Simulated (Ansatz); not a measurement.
Basis-set extrapolation for C$_{2}$H$_{5}$BCl$_{2}$O (`CCOB(Cl)Cl`) (PBE0-D4/def2-TZVP geometry, frozen core, Ansatz). Multiplicity 1, RHF reference.

```json
{"": "HF", "def2-TZVPP": "-1097.429264", "def2-QZVPP": "-1097.462845"}
{"": "MP2 correlation", "def2-TZVPP": "-1.055036", "def2-QZVPP": "-1.141268"}
{"": "CCSD(T) correlation", "def2-TZVPP": "-1.156325", "def2-QZVPP": "not run"}
```

Energies in hartree. Use E(X) = E(∞) + A·exp(−7.88·√X) for Hartree–Fock and E(X) = E(∞) + B·X^(−2.97) for correlation, with X = 3 and 4, and add CCSD(T) minus MP2 of the smaller set to the MP2 limit.

Question: What is the CCSD(T) energy at the basis-set limit?

Answer: HF limit: -1097.462845 + (-0.033581) × 0.13774 = -1097.46747. MP2 limit: -1.141268 + (-0.086232) × 0.74074 = -1.20514. Higher-order term: -1.156325 − (-1.055036) = -0.10129. Total: -1098.77390 hartree, 5.12 eV below CCSD(T)/def2-TZVPP.
